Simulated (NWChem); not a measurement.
HSe$_{2}$F; SMILES F[Se][SeH]

```xyz
4

Se    -0.4065     0.9134    -0.0078
F      1.2053     1.6616    -0.0134
Se     0.0817    -1.3088    -0.0307
H      0.1954    -1.5121     1.4303
```
Atoms are numbered in this order, from 1.

Program: NWChem. Structure relaxed at the PBE0/def2-SVP level. Total energies of different functionals are on different scales.

```
level                  energy (Ha)  highest occupied level (eV)  orbital gap (eV)  dipole (D)  relative time
---------------------  -----------  ---------------------------  ----------------  ----------  -------------
B3LYP/def2-SVP          -4902.9401                        -6.70              4.95        2.14              2
PBE/def2-SVP            -4902.0653                        -5.60              3.13        1.97              2
MPW1K/def2-SVP          -4903.1535                        -8.04              7.07        2.31              1
N12/def2-SVP            -4905.5536                        -5.47              3.14        2.14              2
Hartree-Fock/def2-SVP   -4899.0067                       -10.07             12.20        2.60              1
HCTH/407/def2-SVP       -4905.4628                        -5.76              3.18        2.06              2
PBE0/def2-SVP           -4902.2089                        -7.02              5.43        2.17              2
CAM-B3LYP/def2-SVP      -4903.0896                        -8.29              7.94        2.19              4
B97-D/def2-SVP          -4905.2756                        -5.62              3.16        2.03              1
```

The last column is a rough cost ratio, cheapest run = 1.
